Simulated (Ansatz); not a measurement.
`[SiH3][SnH]([Cl])[I]`. Total charge 0; spin multiplicity 1. Sn, I: def2 effective core potential. The structure was optimised at the PBE0-D4/def2-TZVP level.

```xyz
8

Si    0.761   -0.637   -1.013
Sn   -0.705    0.275    0.880
Cl    0.741    1.042    2.549
I    -2.038    2.414   -0.036
H    -0.124   -1.072   -2.122
H     1.645    0.470   -1.446
H     1.556   -1.782   -0.503
H    -1.836   -0.710    1.690
```

(1) What is the dipole moment at B3LYP/def2-TZVPP? (An estimate is asked.)

(2) And with PBE, r2SCAN, ωB97M-V? (Estimate.)

(3) Give the Mulliken charges with B3LYP, ωB97M-V, PBE in def2-TZVPP. (Best estimate.)

## Answers

(1) Ansatz gave: 3.02 D, with components (0.10, -2.39, -1.85) D in this frame, pointing from negative to positive charge.

(2) Ansatz gave: PBE 2.85 D, r2SCAN 3.02 D, ωB97M-V 3.10 D.

(3) Computed: 
| atom | B3LYP | ωB97M-V | PBE |
| --- | --- | --- | --- |
| Si1 | 0.09 | 0.02 | 0.04 |
| Sn2 | 0.74 | 0.56 | 0.70 |
| Cl3 | -0.37 | -0.33 | -0.34 |
| I4 | -0.27 | -0.23 | -0.25 |
| H5 | -0.03 | 0.01 | -0.02 |
| H6 | -0.02 | 0.02 | -0.01 |
| H7 | -0.03 | 0.01 | -0.02 |
| H8 | -0.10 | -0.06 | -0.09 |

B3LYP here is the variant with VWN-RPA as its local correlation; programs differ in this.
